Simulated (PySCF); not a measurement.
```xyz
6
charge 0 multiplicity 1, angstrom
As    0.0000   -0.5315    0.0000
N     0.2712    1.2112    0.0000
O     1.5892    1.6239    0.0000
O    -1.7965   -0.3945    0.0000
H     1.5071    2.5979    0.0000
H    -1.9861    0.5722    0.0000
```

Method: PySCF, PBE, basis As def2-SVP, N def2-SVP, O def2-SVP, H def2-SVP (no relativity, density fitting).

This geometry of AsN(OH)₂ is a stationary point at this level.

(1) What is the point group?

(2) Is it a minimum?

(3) Which band is strongest in the infrared?

(4) What are the dipole moment and the gap between the highest occupied and lowest empty levels?

Answers

(1) Cs.

(2) Yes: all harmonic wavenumbers are real.

(3) 1034 cm⁻¹ (a'), 243 km/mol.

(4) 1.85 D and 2.61 eV.

Other isomers or separated fragments may lie lower.
